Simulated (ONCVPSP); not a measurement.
## tin: one change to an ONCV potential, before and after

Sn, optimised norm-conserving Vanderbilt (ONCV), made with ONCVPSP 4.0.1 (LDA (Perdew-Wang 92), scalar-relativistic). Core [Ar] 3d10 4s2, reference 4p6 4d10 5s2 5p2. Waves: 5s: rc 2.10 bohr, ncon 4, nbas 8, qcut 3.4 1/bohr, 2 projectors, debl 2.9 Ha; 4p+5p: rc 1.20 bohr, ncon 4, nbas 9, qcut 10.1 1/bohr, 2 projectors; 4d: rc 0.95 bohr, ncon 3, nbas 6, qcut 10 1/bohr, 2 projectors, debl 3 Ha. Local part: polynomial inside 0.75 bohr (lpopt 4, dvloc0 0 Ha). Core correction: Teter function, fcfact 1.5, rcfact 1.05.

Change: all radii but the core radius scaled by about 1.32 (s 2.76, p 1.58, d 1.26 bohr); local potential polynomial inside 0.98 bohr (lpopt 4, dvloc0 0 Ha).

Cutoffs: the cutoffs (Ha) at which the residual kinetic energy of the hardest occupied pseudo-wave falls to 1 and 0.1 mHa per electron; they do not see the model core or the augmentation charge, which bear on the density cutoff. Errors are all-electron minus pseudo energies relative to the spin-unpolarised reference configuration.

Task: Predict the effect on cutoff, ghosts and configuration errors.

Result: The potential gets softer (46 Ha and 70 Ha → 40 Ha and 46 Ha); both files keep a bound ghost (s); of the 4 tests that both files solve, the error grows in 2 and shrinks in 2 by more than 15 % and 0.3 meV (median size 6.2 → 16.5 meV). A larger radius leaves more room for a smooth pseudo-wave, so fewer plane waves are needed.

```csv
quantity,base,changed
"cutoff, loose",46 Ha,40 Ha
"cutoff, tight",70 Ha,46 Ha
loose cutoff by channel,"s 6.0 Ha, p 37 Ha, d 46 Ha","s 4.5 Ha, p 26 Ha, d 40 Ha"
bound ghosts,s,s
GHOST(+) flags under 300 eV,s at 123.2 eV,none
"error for 4p6 4d10 5s2 5p1, meV [ΔE 7.09 eV]",-1.4,-0.9
"error for 4p6 4d10 5s2 5p0, meV [ΔE 21.35 eV]",-4.6,+0.4
"error for 4p6 4d10 5s1 5p0, meV [ΔE 52.80 eV]",-7.9,-32
"error for 4p6 4d10 5s0 5p4, meV [ΔE 14.40 eV]",-30,-66
"rms error of d²Exc/dni dnj with the model core, mHa",2.66,2.67
```

 A true bound ghost makes a file unfit for plane-wave use even where its test errors are small: the radial tests pick states by their node count and pass the ghost by.
